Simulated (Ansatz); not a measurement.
# Nudged elastic band run: CH7AlO2Si

input.yaml

```yaml
crystal:
  periodic: [false, false, false]
  atoms:
    - { symbol: C, position_ang: [-2.532878, 0.021389, -0.727972] }
    - { symbol: Al, position_ang: [-0.653538, 0.456266, -0.980816] }
    - { symbol: O, position_ang: [0.486798, 0.101651, 0.238648] }
    - { symbol: Si, position_ang: [1.707284, -0.326354, 1.250618] }
    - { symbol: O, position_ang: [3.126852, -0.607813, 0.435078] }
    - { symbol: H, position_ang: [-2.725967, -0.503942, 0.220005] }
    - { symbol: H, position_ang: [-3.149748, 0.936806, -0.739942] }
    - { symbol: H, position_ang: [-2.905279, -0.61175, -1.551643] }
    - { symbol: H, position_ang: [-0.088532, 1.163649, -2.284455] }
    - { symbol: H, position_ang: [1.396027, -1.614008, 1.924043] }
    - { symbol: H, position_ang: [1.88142, 0.777958, 2.243024] }
    - { symbol: H, position_ang: [3.534663, 0.151048, 0.007614] }
basis:
  gaussian: { orbitals: def2-SVP }
hamiltonian:
  xc: pbe0
neb:
  order_check: false
  images: 8
  f_tol: 0.03
  max_iterations: 60
  initial_path: idpp
  climbing: false
  final_atoms:
    - { symbol: C, position_ang: [-2.50416974, -0.01754744, -0.7344739] }
    - { symbol: Al, position_ang: [-0.68871271, 0.66473354, -0.8900888] }
    - { symbol: O, position_ang: [0.51342645, 0.16978449, 0.21533901] }
    - { symbol: Si, position_ang: [1.70630905, -0.41806185, 1.17835672] }
    - { symbol: O, position_ang: [3.11767099, -0.66597382, 0.33928503] }
    - { symbol: H, position_ang: [-3.13004304, 0.69052745, -0.16311872] }
    - { symbol: H, position_ang: [-2.98019417, -0.13259626, -1.72212144] }
    - { symbol: H, position_ang: [-2.54797689, -0.98560364, -0.2112774] }
    - { symbol: H, position_ang: [-0.23625282, 1.71569754, -1.98894684] }
    - { symbol: H, position_ang: [1.33917087, -1.75877743, 1.70402668] }
    - { symbol: H, position_ang: [1.91976602, 0.56152858, 2.28728443] }
    - { symbol: H, position_ang: [3.56810798, 0.12118884, 0.01993725] }
```

Run as:

```bash
$ ansatz run input.yaml --threads 2 --pin off --max-ram 3072MiB --backend cpu --events-out ev --progress --plain --runs-dir out
```

Output, in part (warnings, iteration lines, the closing report on the highest movable image, with atoms numbered from 0):

```
NEB end point (image 0): max|allowed force component| = 1.254e-2 eV/Å (the criterion of neb.relax_end_points is 1.000e-2)
NEB end point (image 9): max|allowed force component| = 1.370e-2 eV/Å (the criterion of neb.relax_end_points is 1.000e-2)
NEB iter   1: max|band force component| = 2.782e-1 eV/Å  barrier→ = 0.0120 eV  barrier← = 0.0102 eV  Δτ_max = 0.0350 Å  (258 SCF iters)
NEB iter   2: max|band force component| = 1.297e-1 eV/Å  barrier→ = 0.0049 eV  barrier← = 0.0031 eV  Δτ_max = 0.0276 Å  (216 SCF iters)
NEB iter   3: max|band force component| = 2.350e-2 eV/Å  barrier→ = 0.0037 eV  barrier← = 0.0019 eV  Δτ_max = 0.0000 Å  (431 SCF iters)
Total energy: -19702.71055570 eV, -724.0612579451 hartree
Atom 0 at    -2.559223     0.162982    -0.528973 Å, force     0.001346    -0.013967    -0.001370 eV/Å
Atom 1 at    -0.723476     0.760453    -0.770438 Å, force     0.001171     0.023378     0.004322 eV/Å
Atom 2 at     0.515540     0.103846     0.201703 Å, force     0.006318    -0.017395     0.021332 eV/Å
Atom 3 at     1.768858    -0.603740     0.991676 Å, force     0.001479    -0.003822    -0.009425 eV/Å
Atom 4 at     3.114065    -0.741442     0.027773 Å, force     0.003311     0.001741    -0.001690 eV/Å
Atom 5 at    -2.919790     0.385386     0.489708 Å, force     0.000792     0.012178     0.002025 eV/Å
Atom 6 at    -3.249296     0.640713    -1.242325 Å, force    -0.004565    -0.006660     0.008303 eV/Å
Atom 7 at    -2.642929    -0.929635    -0.654895 Å, force    -0.002178    -0.004030    -0.008433 eV/Å
Atom 8 at    -0.271437     1.865639    -1.814264 Å, force     0.003934     0.003794    -0.013619 eV/Å
Atom 9 at     1.428590    -2.001703     1.364981 Å, force    -0.005259     0.003242     0.001781 eV/Å
Atom 10 at     2.073428     0.222849     2.199450 Å, force    -0.008642     0.000258    -0.000816 eV/Å
Atom 11 at     3.542774     0.079553    -0.230193 Å, force     0.002293     0.001285    -0.002409 eV/Å
Dipole moment:    -0.178085     0.244940    -0.043843 e Å
```

It converged. The top lies less than 8 meV above the higher end, about what the thresholds resolve: that end is a shoulder or a very shallow well. No image climbed, so the highest image needn't sit at the top of the path.

Final band (atoms are numbered from 1 in the order of the input):

```
image  path coordinate (Å)  energy (kcal/mol)  dihedral H8–C1–Al2–H9 (°)
    0                 0.00                0.0                         56
    1                 0.31                0.0                         67
    2                 0.62                0.0                         78
    3                 0.93                0.0                         89
    4                 1.24                0.1                        101
    5                 1.55                0.1                        113
    6                 1.86                0.1                        124
    7                 2.17                0.1                        136
    8                 2.48                0.1                        147
    9                 2.79                0.0                        157
```

Time of the run: 74 s on 2 threads of Arm Neoverse V2 (shared host), peak memory 0.24 GiB.
